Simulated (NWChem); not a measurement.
System: CH6FNSi; SMILES C[Si@H](N)F

```xyz
10

C     -0.0338    -1.7358     0.1825
Si    -0.0709     0.0526    -0.3267
N      1.4276     0.7991     0.0379
F     -1.3333     0.7351     0.4624
H      0.7470    -2.2864    -0.3636
H      0.1692    -1.8307     1.2613
H     -1.0032    -2.2179    -0.0154
H     -0.3466     0.2715    -1.7723
H      1.8832     0.6434     0.9301
H      1.6521     1.7167    -0.3295
```
Atoms are numbered in this order, from 1.

Results from NWChem. Pople sets run with spherical d functions. The geometry was optimised at PBE0/def2-SVP. Atomic charges in e: unrestrained fits to the electrostatic potential beside Mulliken populations; buried atoms are poorly determined by the fit.

For level Hartree-Fock/6-31G*:

```
Item          Result
------------  ------
ESP C1         -0.51
Mulliken C1    -0.82
ESP Si2         1.24
Mulliken Si2    1.30
ESP N3         -1.18
Mulliken N3    -1.08
Mulliken F4    -0.55
```

**Question.** What are these values for level B3LYP/def2-SVP?

**Answer.** The ESP C1 is -0.40 and the Mulliken C1 is -0.26. The ESP Si2 comes out as 1.02, the Mulliken Si2 is 0.73 and the ESP N3 is -0.98. The Mulliken N3 is -0.36 and the Mulliken F4 is -0.36.
